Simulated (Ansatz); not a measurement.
CuF₂⁺. The state is a triplet with charge 1. Geometry PBE-D4/def2-TZVP, that of the neutral doublet; atoms count from 1.

```xyz
3

Cu    0.000    0.000    0.000
F    -0.973    0.482   -1.357
F     0.972   -0.482    1.357
```

Estimate the Mulliken populations from the PBE0/def2-TZVP orbitals of Ansatz.


```json
{"atom": "Cu1", "charge (e)": "1.28", "spin (α − β)": "0.93", "d electrons": "9.20"}
{"atom": "F2", "charge (e)": "-0.14", "spin (α − β)": "0.53", "d electrons": "–"}
{"atom": "F3", "charge (e)": "-0.14", "spin (α − β)": "0.53", "d electrons": "–"}
```
Mulliken values and Mayer orders depend strongly on the basis.

Where does the spin sit?

Summed by element: Cu 0.93, F 1.07, of 2 unpaired in all. Largest on single atoms: Cu1 0.93, F2 0.53, F3 0.53.

And the Mayer bond orders between bonded heavy atoms (over 0.3)?

Cu1–F2 0.81 (1.74 Å); Cu1–F3 0.81 (1.74 Å). Values over 0.3 also appear between atoms too far apart for a bond (F2–F3 0.37 at 3.48 Å); they arise where an orbital or an unpaired electron spreads over both atoms.
